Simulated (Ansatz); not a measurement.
BeMe(SiH3) (CH6BeSi). Total charge 0; singlet. Geometry r2SCAN-D4/def2-TZVP.

```xyz
9

Be   -0.048   -0.221   -0.170
C    -0.349   -1.577   -1.105
H     0.046   -2.491   -0.645
H     0.102   -1.509   -2.101
H    -1.422   -1.745   -1.258
Si    0.342    1.542    1.074
H    -0.087    2.816    0.424
H     1.790    1.705    1.399
H    -0.375    1.479    2.383
```

Problem. Estimate the orbital energies around the gap (eV) in Ansatz with HF/def2-TZVP, LDA (SPW92)/def2-TZVP, PBE-D4/def2-SVP, r2SCAN-D4/def2-TZVP, CAM-B3LYP-D4/def2-TZVP.

Solution. 
```
orbital  HF/def2-TZVP  LDA (SPW92)/def2-TZVP  PBE-D4/def2-SVP  r2SCAN-D4/def2-TZVP  CAM-B3LYP-D4/def2-TZVP
 HOMO−5        -14.53                  -9.52            -9.38                -9.80                  -12.39
 HOMO−4        -14.53                  -9.51            -9.38                -9.80                  -12.39
 HOMO−3        -12.68                  -8.14            -8.06                -8.46                  -10.83
 HOMO−2        -12.68                  -8.14            -8.06                -8.46                  -10.83
 HOMO−1        -12.35                  -7.80            -7.65                -7.97                  -10.53
   HOMO        -10.34                  -6.59            -6.51                -6.75                   -9.00
   LUMO          1.57                  -1.89            -1.68                -1.41                    0.10
 LUMO+1          1.96                  -1.89            -1.67                -1.40                    0.11
 LUMO+2          1.96                  -0.59            -0.04                 0.09                    0.59
 LUMO+3          4.22                   0.81             1.46                 1.53                    2.60
 LUMO+4          4.58                   1.09             1.71                 1.78                    2.83
 LUMO+5          5.12                   1.10             1.72                 1.80                    3.18
```
